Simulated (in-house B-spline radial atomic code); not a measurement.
Orbital energies and mean radii along the 59-electron series, configuration 1s2 2s2 2p6 3s2 3p6 3d10 4s2 4p6 4d10 4f5/2(6) 4f7/2(5) 5s2. The effective charge is n√(-2ε), a non-relativistic measure. Computed with a B-spline radial code for spherical atoms: Dirac-Hartree-Fock, jj configuration that fills j = l - 1/2 first, finite nuclei.

```tsv
ion	Z	energy of 4p3/2 (Eh)	mean radius of 4p3/2 (bohr)	energy of 4p1/2 (Eh)	mean radius of 4p1/2 (bohr)	effective charge of 4p3/2
Tm10+	69	-19.307	0.53588	-21.162	0.50671	24.856
Yb11+	70	-20.958	0.52403	-22.964	0.49479	25.897
Lu12+	71	-22.688	0.51257	-24.855	0.48326	26.945
Hf13+	72	?	?	?	?	?
Ta14+	73	?	?	?	?	?
W15+	74	-28.336	0.48047	-31.057	0.45098	30.113
Re16+	75	-30.367	0.4705	-33.298	0.44094	31.173
```

**Question.** Fill in the row of Hf13+.

**Answer.** energy of 4p3/2 (Eh): -24.496; mean radius of 4p3/2 (bohr): 0.50149; energy of 4p1/2 (Eh): -26.836; mean radius of 4p1/2 (bohr): 0.47212; effective charge of 4p3/2: 27.998.

**Question.** Fill in the row of Ta14+.

**Answer.** energy of 4p3/2 (Eh): -26.379; mean radius of 4p3/2 (bohr): 0.49079; energy of 4p1/2 (Eh): -28.903; mean radius of 4p1/2 (bohr): 0.46136; effective charge of 4p3/2: 29.054.

**Question.** How does the screening of 4p3/2 change?

**Answer.** Z less the effective charge goes from 44.14 at Z = 69 to 43.83 at Z = 75.
